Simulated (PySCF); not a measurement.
A GIAO shielding run with PySCF (density fitting, non-relativistic, gas phase) on `C(N=C)(=C)O[SiH3]`, C$_{3}$H$_{7}$NOSi:

```
$ OMP_NUM_THREADS=1 python probes_run.py task.json out

{"job": {"kind": "nmr", "xc": "HF", "basis": "pcSseg-1", "pop": false}, "charge": 0, "multiplicity": 1}
C     -1.653904    -1.194852     0.682479
N     -0.565866    -0.560092     0.555723
C     -0.346924     0.331457    -0.499612
C     -1.245809     1.197666    -0.992317
O      0.925661     0.290461    -0.933229
Si     2.135603    -0.546209    -0.086481
H     -2.484786    -1.116751    -0.042023
H     -1.788546    -1.857037     1.547981
H     -0.948651     1.906563    -1.764639
H     -2.261531     1.228952    -0.599914
H      3.348122    -0.274858    -0.906903
H      1.889045    -2.015574    -0.051322
H      2.327143    -0.005897     1.288115
```

Hardware: 1 thread of an Arm Neoverse V2, shared host.

Q: How large is the calculation?

A: 54 electrons, 144 basis functions and 765 auxiliary functions.

Q: How long does it take, and how much memory does it need?

A: 5.2 s of wall time, with 12 SCF cycles and 8 response iterations; peak memory 0.82 GiB. Times on a shared host scatter by some tens of per cent.

Q: And these other runs on the same molecule and hardware: GIAO shielding at B3LYP/pcSseg-2; GIAO shielding at PBE0/pcSseg-1; GIAO shielding at B3LYP/pcSseg-1; GIAO shielding at B97-D/pcSseg-1; GIAO shielding at BLYP/pcSseg-1; GIAO shielding at BP86/pcSseg-1?

A: B3LYP/pcSseg-2: 321 functions, 36 s; PBE0/pcSseg-1: 144 functions, 15 s; B3LYP/pcSseg-1: 144 functions, 10 s; B97-D/pcSseg-1: 144 functions, 16 s; BLYP/pcSseg-1: 144 functions, 16 s; BP86/pcSseg-1: 144 functions, 16 s.
